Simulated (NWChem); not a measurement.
Correlation energy of bromine monochloride (BrCl)

```xyz
2

Cl     0.0000     0.0000     1.4776
Br     0.0000     0.0000    -0.7177
```
Charge 0, spin multiplicity 1.

The numbers come from NWChem runs, not from measurements. All single points use one geometry, from B3LYP/def2-SVP, a minimum by its harmonic frequencies.

Basis set: def2-SVP. Each correlation energy counts from its own Hartree-Fock reference.

The Hamiltonian is non-relativistic. The correlated methods keep 14 core orbitals frozen. No row is a measurement; the coupled-cluster row has its own basis-set and correlation limits.

One of these methods gave a correlation energy of -363.2 mHa. Which?
A) CCSD
B) CR-CCSD[T]
C) MP2
D) SCS-MP2

C, MP2. The others give -343.1 (SCS-MP2), -387.2 (CR-CCSD[T]), -380.2 (CCSD).
